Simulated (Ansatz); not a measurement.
Ansatz (a program for electronic structure) input (CCSDT(Q)/def2-SVP):

Ansatz 0.2 input:
```yaml
crystal:
  periodic: [false, false, false]
  atoms:
    - {symbol: K, position_ang: [-0.00000000, -0.00000000, -0.74845923]}
    - {symbol: O, position_ang: [0.00000000, 0.00000000, 1.47370794]}
    - {symbol: H, position_ang: [0.00000000, 0.00000000, 2.43106183]}
basis:
  gaussian:
    orbitals: def2-SVP
magnetization: {spin_polarized: false}
correlation: {method: ccsdt_q, electrons: outside_noble_gas}
```

Output:

```
Functional definition: HF
integrals: 0.02 GiB planned
711 factors; integrals over basis functions are off by at most 1.4e-7 eV
mean field: 0.10 GiB planned
mean field evaluation 1: about -18348.6855 eV, gradient 4.7e1 eV
mean field evaluation 2: about -18348.6865 eV, gradient 4.7e1 eV
mean field evaluation 4: about -18352.9602 eV, gradient 1.5e0 eV
mean field evaluation 8: about -18352.9663 eV, gradient 5.9e-2 eV
mean field evaluation 16: about -18352.9645 eV, gradient 3.1e-1 eV
mean field -18352.96632457 eV, -674.4590723406 hartree, gradient 3.0e-6 eV, S^2 0.000000; 0 other end points of the search recorded, 0 dependent functions left out
10 core orbitals not correlated, not the lowest: weight in the atoms' cores, before any rotation towards them, 0.929 or more for the frozen orbitals, at most 0.062 for the correlated occupied ones
reference -18352.96632457 eV, -674.4590723406 hartree; 4, 4 occupied and 29, 29 virtual orbitals, 711 factors
second order -5.61952319 eV of doubles, -0.00000000 eV of singles
coupled cluster: 0.09 GiB planned
cycle   1  -5.56076087 eV  change    5.9e-2 eV  update   7.9e-2
cycle   2  -5.72870085 eV  change   -1.7e-1 eV  update   4.8e-2
cycle   3  -5.83684880 eV  change   -1.1e-1 eV  update   2.0e-2
cycle   4  -5.85085479 eV  change   -1.4e-2 eV  update   9.5e-3
cycle   5  -5.83975707 eV  change    1.1e-2 eV  update   5.1e-3
cycle   6  -5.83508790 eV  change    4.7e-3 eV  update   2.6e-3
cycle   7  -5.83497991 eV  change    1.1e-4 eV  update   1.4e-3
cycle   8  -5.83559325 eV  change   -6.1e-4 eV  update   6.0e-4
cycle   9  -5.83570779 eV  change   -1.1e-4 eV  update   3.2e-4
cycle  10  -5.83554739 eV  change    1.6e-4 eV  update   1.1e-4
cycle  11  -5.83564123 eV  change   -9.4e-5 eV  update   7.6e-5
cycle  12  -5.83562682 eV  change    1.4e-5 eV  update   3.4e-5
cycle  13  -5.83561509 eV  change    1.2e-5 eV  update   1.9e-5
cycle  14  -5.83561152 eV  change    3.6e-6 eV  update   5.1e-6
cycle  15  -5.83561023 eV  change    1.3e-6 eV  update   3.2e-6
cycle  16  -5.83560989 eV  change    3.5e-7 eV  update   1.3e-6
cycle  17  -5.83560962 eV  change    2.6e-7 eV  update   3.4e-7
perturbative correction -0.01983000 eV, -0.0007287392 hartree
Total energy: -18358.82176420 eV, -674.6742557779 hartree
```
